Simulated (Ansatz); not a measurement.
Ansatz (a quantum-chemistry and plane-wave program) input (B3LYP/def2-SVP):

Ansatz 0.2 input:
```yaml
crystal:
  periodic: [false, false, false]
  atoms:
    - {symbol: Te, position_ang: [0.02798600, 0.00963100, 0.86948600]}
    - {symbol: Br, position_ang: [0.82451500, -1.70908600, -0.65426000]}
    - {symbol: Br, position_ang: [-0.86609500, 1.69477700, -0.63754700]}
basis:
  gaussian:
    orbitals: def2-SVP
hamiltonian:
  xc: {name: B3LYP}
total_charge: 1
magnetization: {spin_polarized: true, initial_magnetization: 1}
output: {forces: true}
```

Output:

```
Functional definition: B3LYP
integrals: 0.04 GiB planned
939 factors; integrals over basis functions are off by at most 3.6e-4 eV
mean field: 0.87 GiB planned
mean field evaluation 1: about -147363.1000 eV, gradient 1.7e1 eV
mean field evaluation 2: about -147356.4727 eV, gradient 3.7e1 eV
mean field evaluation 4: about -147365.1724 eV, gradient 1.3e0 eV
mean field evaluation 8: about -147365.2060 eV, gradient 1.9e-2 eV
mean field evaluation 16: about -147365.2060 eV, gradient 4.1e-5 eV
mean field -147365.20603135 eV, -5415.5714339280 hartree, gradient 3.1e-5 eV, S^2 0.751842; 0 other end points of the search recorded, 0 dependent functions left out
the calculation of the forces begins
reference -147365.20624535 eV, -5415.5714417922 hartree; 47, 46 occupied and 43, 44 virtual orbitals, 939 factors
Total energy: -147365.20624535 eV, -5415.5714417922 hartree
Atom 0 at     0.027986     0.009631     0.869486 Å, force     0.016276     0.005601     0.505662 eV/Å
Atom 1 at     0.824515    -1.709086    -0.654260 Å, force     0.158089    -0.337480    -0.254475 eV/Å
Atom 2 at    -0.866095     1.694777    -0.637547 Å, force    -0.174364     0.331879    -0.251188 eV/Å
Dipole moment:     0.013079     0.004501     0.406330 e Å
```

The dipole moment of an ion depends on the origin.

The geometry given is a B3LYP-D3(BJ)/def2-TZVP minimum.
